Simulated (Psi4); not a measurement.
I4Ti (SMILES [I][Ti]([I])([I])[I]), singlet, at a GFN2-xTB geometry (such geometries of metal compounds can be far from the true shape) (core potentials on I).

Here is a job for Psi4.
```
memory 2 GB

molecule {
0 1
  Ti   -0.00000000    0.00000000   -0.00000000
  I     2.09524070   -0.59546698   -1.49603154
  I     0.78783176    0.44202976    2.48327520
  I    -1.17364265    2.16819622   -0.95090116
  I    -1.70942982   -2.01475900   -0.03634250
}

set basis def2-sv(p)

energy('pbe')
print_variables()
```

### Question
Give the dipole moment at the level PBE/def2-SV(P) (Psi4).

### Answer
0.00 D

### Question
Estimate the nuclear repulsion energy that PBE/def2-SV(P) returns for this input.

### Answer
900.4369 Eh

### Question
What total energy does PBE/def2-SV(P) give?

### Answer
-2040.1369 Eh

### Question
What number of basis functions does PBE/def2-SV(P) give?

### Answer
128
